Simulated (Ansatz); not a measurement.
A nudged elastic band was laid between two geometries of FH + H4Sn (7 atoms, charge 0, multiplicity 1).

All numbers below come from RKS PBE0-D4/def2-SVP in Ansatz 0.2.0.

```
movable images  : 9
climbing image  : yes
spring          : 50.0 eV/Å²
optimiser       : quadratic models (default)
start path      : through a guess of the saddle point
force threshold : 0.03 eV/Å
iteration limit : 60
end points      : relaxed
```

Image 0:

```xyz
7
Properties=species:S:1:pos:R:3
Sn 0.212 0.000 -0.125
H 0.110 0.000 1.599
H 1.877 0.000 -0.521
H -0.533 1.410 -0.727
H -0.533 -1.410 -0.727
F -2.542 0.000 1.491
H -1.732 0.000 1.940
```

Image 10:

```xyz
7
Properties=species:S:1:pos:R:3
Sn -0.230 0.000 -0.805
H -0.650 0.000 3.597
H 1.316 0.000 -0.080
H -0.581 1.427 -1.673
H -0.581 -1.427 -1.673
F -1.494 0.000 0.681
H -0.922 0.000 2.883
```

(1) What changes between the two ends?

(2) Give the energies along the band, and the barrier.

(3) What is the geometry of the highest image?

Answers

(1) Bonds broken: Sn1–H2, F6–H7. Bonds formed: Sn1–F6, H2–H7. FH + H4Sn becomes FH3Sn + H2.

(2) The forces met the threshold. The highest image is number 3 of 0 to 10, 1.18 eV above the first end and 1.34 eV above the last; the last end lies 0.16 eV below the first. Another band between the same ends (9 images) ends at a top of the same energy, where a vibrational analysis finds 2 clearly imaginary modes. The orbitals stay closed-shell, which can raise the energy where a bond breaks towards radicals; this wasn't checked here.

```
image  path coordinate (Å)  energy (eV)  Sn1–H2 (Å)  F6–H7 (Å)  Sn1–F6 (Å)
    0                 0.00         0.00        1.73       0.93        3.19
    1                 0.47         0.09        1.74       0.94        2.84
    2                 0.93         0.54        1.84       0.98        2.47
    3                 1.40         1.18        2.07       1.23        2.19
    4                 1.84         0.69        2.34       1.59        2.03
    5                 2.27         0.25        2.68       1.82        1.97
    6                 2.71         0.00        3.04       1.98        1.96
    7                 3.14        -0.12        3.44       2.14        1.95
    8                 3.58        -0.15        3.83       2.25        1.95
    9                 4.02        -0.16        4.15       2.28        1.95
   10                 4.45        -0.16        4.42       2.28        1.95
```

(3) 
```xyz
7
Properties=species:S:1:pos:R:3
Sn -0.211 0.000 -0.149
H -0.035 0.000 1.913
H 1.508 0.000 -0.013
H -0.707 1.461 -0.870
H -0.707 -1.461 -0.870
F -2.002 0.000 1.110
H -0.988 0.000 1.808
```

Run time: 2.8 min on 1 thread of Arm Neoverse V2, on a shared host, peak memory 0.13 GiB.
